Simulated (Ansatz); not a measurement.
**Interaction energy ladder**

The pair of Br⁻ (SMILES [Br-], atom 1) and CH$_{3}$Cl (SMILES CCl, atoms 2–6), both closed shells, in one local arrangement (a lower one may exist), relaxed at PBE0-D4/def2-TZVPD:

Br1  (0.125, -0.008, -2.894)
C2  (-0.018, 0.001, 0.425)
Cl3  (-0.096, 0.006, 2.233)
H4  (0.952, -0.375, 0.121)
H5  (-0.156, 1.016, 0.070)
H6  (-0.806, -0.640, 0.046)
(Å)

Program: Ansatz 0.2.0. Basis: def2-TZVPPD, with def2-QZVPPD for the basis limit. Cores are frozen in the correlated methods. Filled d shells of the heavier atoms are correlated. The def2 sets are not built for correlating such inner shells, so the correlated values are less sure here. B3LYP uses VWN-RPA correlation. Extrapolation: Hartree–Fock as exp(−7.88 √X), correlation as X^−2.97. Interaction energies count from these two fragments, frozen as in the pair, with the counterpoise correction; negative means bound.

(1) What is the interaction energy by CCSD(T) at an estimated basis limit (MP2 extrapolated from triple and quadruple zeta, plus CCSD(T) − MP2 in triple zeta)? (Judge from chemistry; the value comes from the calculation.)

No T1 diagnostic of these runs exceeds 0.009.

Answers

(1) By the calculation: -41.6 kJ/mol. Hartree–Fock alone gives -30.4 kJ/mol at the basis limit. It counts from the two fragments frozen as in the pair.

The same quantity by other methods in triple zeta, and each one's difference from that estimate:
```json
{"method": "PBE-D4", "E_int (kJ/mol)": "-43.3", "difference": "-1.7"}
{"method": "revPBE-D4", "E_int (kJ/mol)": "-41.2", "difference": "0.4"}
{"method": "BLYP-D4", "E_int (kJ/mol)": "-40.1", "difference": "1.5"}
{"method": "r2SCAN-D4", "E_int (kJ/mol)": "-43.0", "difference": "-1.4"}
{"method": "B97M-V", "E_int (kJ/mol)": "-42.4", "difference": "-0.8"}
{"method": "PBE0-D4", "E_int (kJ/mol)": "-42.2", "difference": "-0.6"}
{"method": "B3LYP-D4", "E_int (kJ/mol)": "-40.4", "difference": "1.2"}
{"method": "HSE06-D4", "E_int (kJ/mol)": "-42.3", "difference": "-0.7"}
{"method": "wB97X-V", "E_int (kJ/mol)": "-40.7", "difference": "0.9"}
{"method": "wB97M-V", "E_int (kJ/mol)": "-40.9", "difference": "0.7"}
{"method": "B2PLYP", "E_int (kJ/mol)": "-36.4", "difference": "5.2"}
{"method": "HF", "E_int (kJ/mol)": "-30.3", "difference": "11.3"}
{"method": "MP2", "E_int (kJ/mol)": "-39.3", "difference": "2.3"}
{"method": "CCSD", "E_int (kJ/mol)": "-36.6", "difference": "5.0"}
{"method": "CCSD(T)", "E_int (kJ/mol)": "-38.0", "difference": "3.6"}
```
Differences are method less estimate.

Basis-set superposition shift (counterpoise-corrected less uncorrected): CCSD(T) 4.6; MP2 4.4; HF 0.4; PBE0-D4 0.5; wB97M-V 0.4 kJ/mol.

For scale, one of the runs: CCSD(T)/def2-TZVPPD, 196 basis functions, launched by `ansatz run in.yaml --threads 4 --pin off --events-out ev --progress --plain --max-ram 9574MiB`. Time: 18 s of wall clock on 4 CPU threads of an AMD EPYC 9R45; the host was shared. Peak host memory: 2.3 GiB.
